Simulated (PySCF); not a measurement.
Compound: 1-(2-fluorophenyl)propan-1-ol, C9H11FO.
SMILES with atom numbers: `[CH3:1][CH2:2][C@@H:3]([OH:4])[c:5]1[cH:6][cH:7][cH:8][cH:9][c:10]1[F:11]` (hydrogens: H12, H13, H14 on C1; H15, H16 on C2; H17 on C3; H18 on O4; H19 on C6; H20 on C7; H21 on C8; H22 on C9)

The calculation used PBE0-D3(BJ)/def2-SVP geometry optimisation, gas phase (PySCF).

Question: What internal coordinates does the optimisation give?

Answer: 
```tsv
bond	length (Å)
C1–C2	1.518
C2–C3	1.526
C3–O4	1.407
C3–C5	1.514
C5–C6	1.398
C6–C7	1.393
C7–C8	1.395
C8–C9	1.393
C9–C10	1.389
C10–F11	1.338
C5–C10	1.395
C1–H12, C1–H13, C1–H14	1.101
C2–H15	1.102
C2–H16	1.103
C3–H17	1.107
O4–H18	0.963
C6–H19	1.093
C7–H20	1.092
C8–H21	1.092
C9–H22	1.091
```

Bonds in one row agree within 0.01 Å and their mean is given. A selection of angles:
```tsv
angle	degrees
C2–C1–H12	110.7
H12–C1–H13	107.7
C1–C2–C3	114.7
C1–C2–H15	110.7
C1–C2–H16	110.6
C3–C2–H15	106.5
C3–C2–H16	107.6
H15–C2–H16	106.4
C2–C3–O4	106.4
C2–C3–C5	112.2
C2–C3–H17	108.0
O4–C3–C5	111.3
O4–C3–H17	110.9
C5–C3–H17	107.9
C3–O4–H18	108.0
C3–C5–C6	121.1
C3–C5–C10	121.6
C6–C5–C10	117.3
C5–C6–C7	121.4
C5–C6–H19	117.8
C7–C6–H19	120.8
C6–C7–C8	119.9
C6–C7–H20	120.0
C8–C7–H20	120.1
C7–C8–C9	120.0
C7–C8–H21	120.4
C9–C8–H21	119.7
C8–C9–C10	119.0
C8–C9–H22	122.0
C10–C9–H22	119.0
C9–C10–F11	118.6
C5–C10–C9	122.5
C5–C10–F11	118.8
```

Dihedral angles: C1–C2–C3–O4 176° (antiperiplanar); C2–C3–C5–C6 -86° (synclinal); H18–O4–C3–C2 -179° (antiperiplanar).

Of the pairs four or more bonds apart, F11···H17 is among the closest relative to their van der Waals radii: 2.42 Å, 91 % of the sum of Bondi's values. The 6-membered ring C5–C6–C7–C8–C9–C10 has internal angles of 117.3° to 122.5° (sum 720°, against 720° for a flat polygon); it is planar, 0.00 Å rms from its mean plane, widest ring torsion 0°. The C–C distances run from 1.389 Å (C9–C10, aromatic) to 1.526 Å (C2–C3, drawn single), a spread of 0.137 Å.

Point group: C1 (no symmetry element, even within 0.4 Å). PBE0-D3(BJ)/def2-SVP frequencies: not computed here. The numbers are those of one conformer (C1–C2–C3–O4 176°, C2–C3–O4–H -179°, C2–C3–C5–C6 -86°).

On an Arm Neoverse V1 with one thread, shared host with 32 logical CPUs at a one-minute load of 14, this took 2.6 min of wall time and 1.0 GiB of memory at its peak. These figures are those of the optimisation.
